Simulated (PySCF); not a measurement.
**GaMe2H: computed shieldings and shifts**

GaMe2H, C2H7Ga.

Cartesian coordinates in Å; atom numbers follow the order of the lines, from 1:
```xyz
10

Ga   -0.3898   -0.6668   -0.0028
C     1.5826   -0.6637   -0.0032
H     1.9588   -0.1860    0.9171
H     1.9652   -0.0639   -0.8456
H     2.0148   -1.6723   -0.0688
C    -1.3551    1.0534    0.0077
H    -1.1444    1.6058   -0.9237
H    -1.0015    1.6896    0.8357
H    -2.4443    0.9350    0.0973
H    -1.1864   -2.0310   -0.0137
```

GIAO calculations in PySCF 2.14 on the PBE0-D3(BJ)/def2-SVP structure: isolated species, non-relativistic, equivalent atoms averaged; basis pcSseg-1 (pcSseg-2 on Ga).

Problem. Give the isotropic shieldings (ppm) with B3LYP, PBE, PBE0.

Solution. 
```
             atoms                        environment  B3LYP    PBE   PBE0
               Ga1                Ga bonded to 2 C, H    978    923   1033
             C2/C6           carbon bonded to Ga, 3 H  178.2  177.9  184.6
               H10     hydrogen on a Ga bonded to 2 C  24.73  24.22  24.72
 H3/H4/H5/H7/H8/H9  hydrogen on a carbon bonded to Ga  31.08  30.83  31.01
HOMO–LUMO gap (eV)                                  –   6.15   4.66   6.68
```

Problem. And the chemical shifts, against references computed in the same way?

Solution. 
| atoms | nucleus, reference | B3LYP | PBE | PBE0 |
| --- | --- | --- | --- | --- |
| Ga1 | ⁷¹Ga, [Ga(H2O)6]3+ | 821 | 824 | 784 |
| C2/C6 | ¹³C, TMS | 1.0 | 2.1 | -0.2 |
| H10 | ¹H, TMS | 6.65 | 6.98 | 6.54 |
| H3/H4/H5/H7/H8/H9 | ¹H, TMS | 0.30 | 0.36 | 0.26 |

Problem. Which part of the shielding of Ga1 depends on the functional?

Solution. Diamagnetic: B3LYP 2641, PBE 2642, PBE0 2642 ppm; paramagnetic: B3LYP -1664, PBE -1718, PBE0 -1609 ppm. The diamagnetic part, set mainly by inner electrons, hardly moves; the paramagnetic part goes with low-lying magnetically allowed excitations and carries the spread.

Problem. What couplings does PBE/pcJ-1 (pcSseg-1 on Ga) (without the spin–dipole term) give?

Solution. ¹J(C2,H3) = 120.5, ²J(C2,H10) = 21.4, ²J(H3,H4) = -12.2, ²J(C2,C6) = 6.5 Hz (averaged over equivalent pairs; isotopes ¹³C, ¹H).

Relativistic effects, spin–orbit coupling among them, are left out; they matter for Ga and for the light atoms bonded to it.
